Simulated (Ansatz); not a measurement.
One change: `B[SiH2][SiH2]O` becomes `O[SiH2][SiH3]`.

Ansatz, PBE0-D4/def2-TZVP geometries, multiplicity 1. Each molecule was computed in one conformer, which needn't be the lowest.

```csv
property,`B[SiH2][SiH2]O`
HOMO energy (PBE/def2-TZVPP) / eV,-6.52
HOMO–LUMO gap (PBE0/def2-TZVPP) / eV,5.09
HOMO–LUMO gap (PBE/def2-TZVPP) / eV,3.07
LUMO energy (ωB97M-V/def2-TZVPP) / eV,-0.64
size of the dipole moment (ωB97M-V/def2-TZVPP) / D,1.22
HOMO energy (ωB97M-V/def2-TZVPP) / eV,-9.64
```

(1) What does the change do to each property? (An estimate is asked.)

Results:

(1) The calculation gave: 
```json
{"property": "HOMO energy (PBE/def2-TZVPP) / eV", "`O[SiH2][SiH3]`": "-6.63", "shift": "-0.11"}
{"property": "HOMO–LUMO gap (PBE0/def2-TZVPP) / eV", "`O[SiH2][SiH3]`": "7.39", "shift": "2.30"}
{"property": "HOMO–LUMO gap (PBE/def2-TZVPP) / eV", "`O[SiH2][SiH3]`": "5.30", "shift": "2.23"}
{"property": "LUMO energy (ωB97M-V/def2-TZVPP) / eV", "`O[SiH2][SiH3]`": "1.22", "shift": "1.86"}
{"property": "size of the dipole moment (ωB97M-V/def2-TZVPP) / D", "`O[SiH2][SiH3]`": "1.18", "shift": "-0.04"}
{"property": "HOMO energy (ωB97M-V/def2-TZVPP) / eV", "`O[SiH2][SiH3]`": "-9.94", "shift": "-0.30"}
```

With PBE0 the HOMO falls by 0.23 eV and the LUMO rises by 2.07 eV, so the gap widens by about 2.30 eV. PBE moves the HOMO by -0.11 eV and ωB97M-V by -0.30 eV. The zero-point energy changes by -32.9 kJ/mol with -6 modes. Dipoles are sizes alone; their direction can turn.
